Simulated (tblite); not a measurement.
Problem. Write Cartesian coordinates for `COC[CH]CCS` [radical] as optimised with GFN2-xTB. (Doublet state.)

Solution. 
```
atom  x, y, z in Å
C1     2.218    0.600   -0.593
O2     1.745   -0.057    0.554
C3     1.143   -1.313    0.277
C4    -0.197   -1.219   -0.354
C5    -1.210   -0.273    0.155
C6    -1.764    0.620   -0.961
S7    -3.075    1.739   -0.364
H8     2.979   -0.001   -1.108
H9     1.409    0.816   -1.301
H10    2.664    1.533   -0.254
H11    1.816   -1.926   -0.341
H12    1.069   -1.784    1.271
H13   -0.451   -1.882   -1.162
H14   -2.061   -0.815    0.588
H15   -0.764    0.346    0.937
H16   -2.236    0.020   -1.739
H17   -0.979    1.230   -1.408
H18   -2.317    2.373    0.529
```

Any rigid rotation of these coordinates is as good. Atoms count from 1 in this order. C4 (carbon bonded to 2 C and H) is planar (angles 120.9°, 119.6° and 119.5°, sum 359.9°, 0.02 Å off the plane of its three neighbours). The 3 C–C bonds span 1.476 Å (C4–C5, drawn single) to 1.533 Å (C5–C6, drawn single), a spread of 0.057 Å. S7 (sulfur bonded to C and H) is bent (angle 95.9°). Of the pairs four or more bonds apart, O2···H15 is among the closest relative to their van der Waals radii: 2.57 Å, 94 % of the sum of Bondi's values.

Bonds between heavy atoms (Å): C1–O2 1.404, O2–C3 1.420, C3–C4 1.484, C4–C5 1.476, C5–C6 1.533, C6–S7 1.824.

Computed geometry: GFN2-xTB, gas phase. This method treats the open shell by occupation alone, without spin polarisation.

Point group: C1 (no symmetry element, even within 0.4 Å). Its lowest GFN2-xTB frequency is 20i cm⁻¹, too small to tell a flat minimum from a shallow saddle. Torsions: C1–O2–C3–C4 -74°, O2–C3–C4–C5 -45°, C3–C4–C5–C6 127°, C4–C5–C6–S7 177°, C5–C6–S7–H 60°. 3 starts were optimised and ended at 0.00, 0.51 and 1.81 kcal/mol (GFN2-xTB); the lowest of these is shown.

One conformer stands for the species.
